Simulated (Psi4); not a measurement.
disilylmethane (CH8Si2), singlet, at a GFN2-xTB geometry, atoms displaced at random by about 0.002 Å a coordinate; Psi4 with SVWN/STO-3G.

The Psi4 input:
```
memory 2 GB

molecule mol {
0 1
  Si    1.470176    0.675991   -0.002188
  C     0.248068   -0.772657   -0.137496
  Si   -1.581625   -0.325353    0.067443
  H     2.838679    0.181049   -0.183939
  H     1.179214    1.672593   -1.039162
  H     1.359021    1.297343    1.318564
  H     0.515113   -1.533218    0.603510
  H     0.382217   -1.255435   -1.110871
  H    -1.986912    0.632620   -0.967111
  H    -1.804461    0.265727    1.391905
  H    -2.402738   -1.537101   -0.061588
}

set basis sto-3g
set reference rks

energy('svwn')
print_variables()
```

The log (banner, timings and long lists left out):

```
   => Loading Basis Set <=

    Name: STO-3G
    Role: ORBITAL
    Keyword: BASIS

         ---------------------------------------------------------
                                   SCF
               by Justin Turney, Rob Parrish, Andy Simmonett
                          and Daniel G. A. Smith
                              RKS Reference
         ---------------------------------------------------------

  ==> Geometry <==

    Molecular point group: c1
    Full point group: C1

    Geometry (in Angstrom), charge = 0, multiplicity = 1:

       Center              X                  Y                   Z               Mass
    ------------   -----------------  -----------------  -----------------  -----------------
         SI           1.470970886362     0.672579836445    -0.003853551588    27.976926534650
         C            0.248862886362    -0.776068163555    -0.139161551588    12.000000000000
         SI          -1.580830113638    -0.328764163555     0.065777448412    27.976926534650
         H            2.839473886362     0.177637836445    -0.185604551588     1.007825032230
         H            1.180008886362     1.669181836445    -1.040827551588     1.007825032230
         H            1.359815886362     1.293931836445     1.316898448412     1.007825032230
         H            0.515907886362    -1.536629163555     0.601844448412     1.007825032230
         H            0.383011886362    -1.258846163555    -1.112536551588     1.007825032230
         H           -1.986117113638     0.629208836445    -0.968776551588     1.007825032230
         H           -1.803666113638     0.262315836445     1.390239448412     1.007825032230
         H           -2.401943113638    -1.540512163555    -0.063253551588     1.007825032230

  Running in c1 symmetry.

  Rotational constants: A =      0.62011  B =      0.09460  C =      0.08836 [cm^-1]
  Rotational constants: A =  18590.35234  B =   2836.00097  C =   2649.09454 [MHz]
  Nuclear repulsion =  150.402098359733714

  Charge       = 0
  Multiplicity = 1
  Electrons    = 42
  Nalpha       = 21
  Nbeta        = 21

  ==> Algorithm <==

  SCF Algorithm Type is DF.
  DIIS enabled.
  MOM disabled.
  Fractional occupation disabled.
  Guess Type is SAD.
  Energy threshold   = 1.00e-06
  Density threshold  = 1.00e-06
  Integral threshold = 1.00e-12

  ==> Primary Basis <==

  Basis Set: STO-3G
    Blend: STO-3G
    Number of shells: 21
    Number of basis functions: 31
    Number of Cartesian functions: 31
[...]
   @DF-RKS iter   2:  -612.67502818252160    9.08916e-03   9.20972e-03 DIIS/ADIIS
   @DF-RKS iter   3:  -612.73160915058156   -5.65810e-02   1.49556e-03 DIIS/ADIIS
   @DF-RKS iter   4:  -612.73294150106028   -1.33235e-03   1.95524e-04 DIIS/ADIIS
   @DF-RKS iter   5:  -612.73296905688994   -2.75558e-05   7.72108e-06 DIIS
   @DF-RKS iter   6:  -612.73296911143507   -5.45451e-08   2.14557e-06 DIIS
   @DF-RKS iter   7:  -612.73296911603120   -4.59613e-09   1.29819e-07 DIIS
  Energy and wave function converged.

  ==> Post-Iterations <==

   Electrons on quadrature grid:
      Ntotal   =   42.0000348480 ; deviation = 3.485e-05

    Orbital Energies [Eh]
    ---------------------

    Doubly Occupied:

[...]
    Virtual:

[...]
      31A      0.447119

    Final Occupation by Irrep:
              A
    DOCC [    21 ]
    NA   [    21 ]
    NB   [    21 ]

  @DF-RKS Final Energy:  -612.73296911603120

   => Energetics <=

    Nuclear Repulsion Energy =            150.4020983597337136
    One-Electron Energy =               -1152.3813118057832980
    Two-Electron Energy =                 437.5767560984613738
    DFT Exchange-Correlation Energy =     -48.3305117684430243
    Empirical Dispersion Energy =           0.0000000000000000
    VV10 Nonlocal Energy =                  0.0000000000000000
    Total Energy =                       -612.7329691160311995

Computation Completed

Properties will be evaluated at   0.000000,   0.000000,   0.000000 [a0]

Properties computed using the SCF density matrix

 Multipole Moments:

 ------------------------------------------------------------------------------------
     Multipole            Electronic (a.u.)      Nuclear  (a.u.)        Total (a.u.)
 ------------------------------------------------------------------------------------

 L = 1.  Multiply by 2.5417464519 to convert [e a0] to [Debye]
 Dipole X            :         -0.0446301            0.0786886            0.0340585
 Dipole Y            :          0.1943885           -0.2772245           -0.0828360
 Dipole Z            :          0.0384493           -0.0567885           -0.0183392
 Magnitude           :                                                    0.0914227

 ------------------------------------------------------------------------------------

  Variable Map:
  ----------------------------------------------------------------------------
[...]
  Array Variable Map:
  ----------------------------------------------------------------------------
[...]
[...]
```
